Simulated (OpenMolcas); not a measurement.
# Ar2+: Slater's ratio, worked from levels

```yaml
Program: OpenMolcas
Basis: ANO-RCC [8s7p5d4f2g]
Scalar_Hamiltonian: DKH2, point nucleus
Active_space: 6 electrons in 9 orbitals (RAS2 3s 3p; RAS3 3d, at most 2 electrons)
State_averaging: 2S+1 = 3 even, 3 roots; 2S+1 = 1 even, 7 roots; 2S+1 = 3 odd, 3 roots; 2S+1 = 1 odd, 3 roots
Spin-orbit_coupling: state interaction with AMFI integrals over the reference wave functions, term energies averaged over their components
```

Methods: RASSCF; MS-RASPT2, IPEA 0.25 Eh, imaginary shift 0.1 Eh (closed shells correlated: 2s 2p). Measured levels: Saloman, J. Phys. Chem. Ref. Data 39, 033101 (2010).

**Slater's ratio.** With one set of orbitals, p4 has 1D - 3P = 6 F2 and 1S - 1D = 9 F2 (F2 = F²/25), a ratio of 3/2. Term energies are centres of gravity, weighted by 2J + 1.

| Source | 1D - 3P | 1S - 3P | F2 from the first | Ratio |
| --- | --- | --- | --- | --- |
| RASSCF | 15647 | 34575 | 2608 | 1.210 |
| MS-RASPT2 | 13590 | 32657 | 2265 | 1.403 |
| measured | 13465 | 32721 | 2244 | 1.430 |

Energies in cm-1. A ratio away from 3/2 shows effects beyond one configuration with one set of orbitals, and in heavier atoms second-order spin-orbit shifts.

CASPT2 breaks the degeneracy within a term, and the mean is taken; among the terms shown or strongly mixed into the levels shown the widest spread is 150 cm-1 (3s2 3p4 1D, MS-RASPT2). The run also gave levels led by 3s 3p4 3d, 3s2 3p3 3d, which use shells meant for correlation; these and all levels above them are left out. Computed and measured levels are paired by configuration, term and J; levels that our copy of the source lacks, or whose pairing is in doubt (as where it misses far off the trend of its configuration), stay unpaired and out of the deviations. Levels of configurations outside the active space are missing.
